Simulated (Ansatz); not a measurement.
Rb₃⁻, relaxed as a singlet with RKS PBE0/def2-TZVPD in Ansatz, starting from the GFN2-xTB geometry. Force threshold 0.02 eV/Å.

In the def2 sets Rb takes a core potential; there is no spin–orbit coupling. The structure comes from a short search, and lower isomers may exist.

Start:

Cartesian coordinates in Å:
```
Rb -1.3941 -2.3024 1.6903
Rb 2.8121 1.4887 0.1075
Rb -1.4181 0.8137 -1.7978
```

Task: Estimate the energy that the relaxation releases and the steps that it takes.

Result: 0.30 eV, in 17 steps; 13 s on 4 threads of Intel Xeon 6975P-C on a shared host. The force fell under the threshold at step 14, but the optimiser went on and released 0.003 eV more. No frequencies were taken in this run, so the end may be a saddle point.

Task: Does the start keep its bonding and symmetry?

Result: By distances, no bond broke or formed. The bond that changes most is Rb1–Rb3, from 4.68 to 4.70 Å (atoms count from 1). The end is the same structure that another start reached, the lowest one found. Point group C2v at the start, D∞h at the end, both within 0.05 Å; within 0.015 Å the end is C∞v.

Task: Predict the relaxed structure.

Result: 
```csv
atom,x (Å),y (Å),z (Å)
Rb1,-3.366,-3.026,1.258
Rb2,3.351,3.034,-1.276
Rb3,0.015,-0.009,0.019
```
Bond lengths (bridged metal pairs left out): 2 × Rb–Rb 4.70 Å.
